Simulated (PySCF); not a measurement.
SnBr2, SMILES [Br][Sn][Br] (connectivity only; charge and spin as stated), neutral, multiplicity 1. Atoms are numbered in the order given.

```xyz
3

Sn     0.0000     0.0000     0.9565
Br     0.0000    -1.9692    -0.6832
Br     0.0000     1.9692    -0.6832
```
Charge 0, spin multiplicity 1.

The structure is a stationary point at PBE-D3(BJ)/def2-SVP. The isomer is the one that the SMILES or the coordinates give; other isomers of the formula were not compared. The def2 effective core potentials stand for the cores of Sn; spin–orbit coupling is left out.

These are B3LYP/def2-TZVPD in PySCF values and carry that method's errors.

Symmetry labels are those of the subgroup C2v that the program uses (full group C2v).

Task: List the valence orbital energies around the gap with their symmetry. (An estimate is asked for; the answer gives what the named calculation found.)

Result: 
| orbital | symmetry | energy (eV) |
|---|---|---|
| HOMO−7 | B2 | -20.49 |
| HOMO−6 | A1 | -13.24 |
| HOMO−5 | B2 | -9.50 |
| HOMO−4 | A1 | -8.71 |
| HOMO−3 | B1 | -8.57 |
| HOMO−2 | A2 | -8.12 |
| HOMO−1 | B2 | -7.87 |
| HOMO | A1 | -7.61 |
| LUMO | B1 | -3.57 |
| LUMO+1 | A1 | -1.57 |
| LUMO+2 | B2 | -1.43 |
| LUMO+3 | A1 | -0.12 |
